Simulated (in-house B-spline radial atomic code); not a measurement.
Ionising the tin ion Sn²³⁺ with different functionals

Computed with an all-electron radial atomic-structure program (B-spline basis): four-component Dirac-Coulomb Hamiltonian, Fermi nucleus of rms radius 4.6519 fm, spin-restricted, spherical fractional occupations for the functionals. The ionisation energy is the difference of two self-consistent energies, [Ar] 3d9 → [Ar] 3d8, without Breit or QED terms; ε is the level of the shell that loses the electron (mean over j). The electron is taken from both j subshells in proportion to 2j + 1, so the result is a j average, not the step between ground levels.

```json
{"method": "LDA VWN5", "rung": "LDA", "ΔSCF (eV)": "1204.18", "-ε(3d) (eV)": "1167.75"}
{"method": "AM05", "rung": "GGA", "ΔSCF (eV)": "1203.98", "-ε(3d) (eV)": "1167.54"}
{"method": "BP86", "rung": "GGA", "ΔSCF (eV)": "?", "-ε(3d) (eV)": "?"}
{"method": "PBE", "rung": "GGA", "ΔSCF (eV)": "?", "-ε(3d) (eV)": "?"}
```

What does BP86 give?

ΔSCF 1204.36 eV, and -ε(3d) = 1167.92 eV.

What does PBE give?

ΔSCF 1204.14 eV, and -ε(3d) = 1167.71 eV.

How do they compare with the NIST value?

NIST lists 1195 eV ± 4 (tabulated theory, ground level to ground level). Errors run from +8.98 to +9.36 eV. The correlated functionals all miss on the same side by more than they spread, so the cause is common to them (Breit-QED terms, spin polarisation, the choice among j levels, multiplet and fine-structure energies, or a listed next ion that isn't the cheapest removal here) and closeness doesn't rank the functionals.
